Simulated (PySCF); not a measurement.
## How methods differ on the ionisation energy of Tl

Tl [Xe] 4f14 5d10 6s2 6p1 (2P) → Tl⁺ [Xe] 4f14 5d10 6s2 (1S), as a difference of total energies. Computed with PySCF 2.14 in ANO-RCC-VTZP (8s7p5d3f2g, 93 functions), with scalar relativity by spin-free X2C-1e. Correlated levels: valence: [Xe] 4f14 5d10 frozen; valence and next inner shell: [Kr] 4d10 4f14 frozen. The calculations carry no spin-orbit coupling.

```
                                method  ionisation energy (eV)
                                   UHF                   4.995
                                   LDA                   5.588
                                   PBE                   5.422
                                  PBE0                   5.436
                                r2SCAN                   5.505
                         MP2 (valence)                   5.158
                     SCS-MP2 (valence)                   5.140
    MP2 (valence and next inner shell)                   5.295
SCS-MP2 (valence and next inner shell)                   5.211
```

How much does correlation contribute at MP2 (valence and next inner shell)?

5.295 − (4.995) = 0.300 eV, measured against UHF.

Errors of the correlated levels include the incompleteness of this basis and the frozen core.

For comparison: 5.464 eV (measured; NIST levels, between the centres of gravity of the two terms).
